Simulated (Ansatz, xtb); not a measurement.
## C5H7NS: which of two isomers lies lower

Structure I: `Cc1c[nH]cc1S`, a singlet. Structure II: `Cc1cc(S)c[nH]1`, a singlet. Both are isolated molecules in the gas phase, relaxed with r2SCAN-D4/def2-SVP; the shapes shown needn't be the lowest conformers.

I (Å):

```xyz
14

C    -1.0285    0.2882    0.3393
C     0.1730   -0.2445   -0.3701
C     0.2095   -1.1568   -1.4141
C     2.3450   -0.6078   -0.9690
C     1.5353    0.0997   -0.0929
N     1.5177   -1.3656   -1.7635
S     1.9859    1.2442    1.1737
H    -0.9961    0.0582    1.4183
H    -1.0980    1.3861    0.2491
H    -1.9555   -0.1415   -0.0680
H    -0.6044   -1.6671   -1.9270
H     1.8321   -1.9867   -2.4968
H     3.4268   -0.6282   -1.0842
H     3.3197    1.1648    0.9800
```

II (Å):

```xyz
14

C    -0.9683    0.9084    0.3249
C     0.2031    0.1743   -0.2308
C     0.3642   -1.1575   -0.5748
C     1.7018   -1.3230   -1.0510
C     2.3165   -0.0814   -0.9950
N     1.3976    0.8074   -0.5001
S     2.4405   -2.7858   -1.7132
H    -1.8180    0.2223    0.4408
H    -1.2933    1.7321   -0.3344
H    -0.7544    1.3438    1.3168
H    -0.3940   -1.9355   -0.4972
H     2.6259   -3.4440   -0.5431
H     3.3254    0.2189   -1.2706
H     1.5680    1.7952   -0.3565
```

Energies in hartree; the thermal terms are from GFN2-xTB frequencies at re-optimised GFN2-xTB minima (ideal gas, soft modes damped towards free rotors, one conformer each, 298.15 K, 1 atm) and include the zero-point energy:

|  | I | II |
| --- | --- | --- |
| E, CCSD(T)/def2-SVP | −646.129724 | −646.133662 |
| E, MP2/def2-SVP | −646.038016 | −646.041526 |
| E, MP2/def2-TZVPP | −646.674407 | −646.677746 |
| zero-point energy | 0.106261 | 0.106328 |
| H(298 K) − E | 0.114895 | 0.114990 |
| G(298 K) − E | 0.074097 | 0.074060 |

Q: Correct the CCSD(T) difference for the basis set by the MP2 change, then work out ΔE, ΔE₀, ΔH and ΔG for I → II in kcal/mol (1 Eh = 627.51 kcal/mol) and the equilibrium ratio [II]/[I].

A: 1. Differences II − I: CCSD(T) −0.003938, MP2 in the small set −0.003510, MP2 in the large set −0.003339 Eh.
2. ΔE = −0.003938 + (−0.003339 − (−0.003510)) = −0.003767 Eh = −2.36 kcal/mol.
3. ΔE₀ = ΔE + ΔZPE = −0.003767 + (+0.000067) Eh = −2.32 kcal/mol.
4. ΔH = ΔE + (+0.000095) Eh = −2.30 kcal/mol.
5. ΔG = ΔE + (−0.000037) Eh = −2.39 kcal/mol, so ΔS = (ΔH − ΔG)/T = +1.2 J/(mol K).
6. kT = 0.9442 mEh, so K = [II]/[I] = exp(−ΔG/kT) = exp(+4.03) ≈ 56.

Structure II is favoured at this temperature. An error of 1 kcal/mol in ΔG would change K by a factor of 5.4. Mirror images and further conformers aren't counted.

As drawn, both hold the same kinds of bond in the same numbers.

Other levels gave ΔE = −1.9 (r2SCAN-D4/def2-SVP); −4.1 (HF/def2-SVP); −2.2 (MP2/def2-SVP); −2.5 (CCSD(T)/def2-SVP) kcal/mol. The correlated steps freeze 11 core orbitals. Programs: Ansatz 0.2.0, xtb 6.7.1.
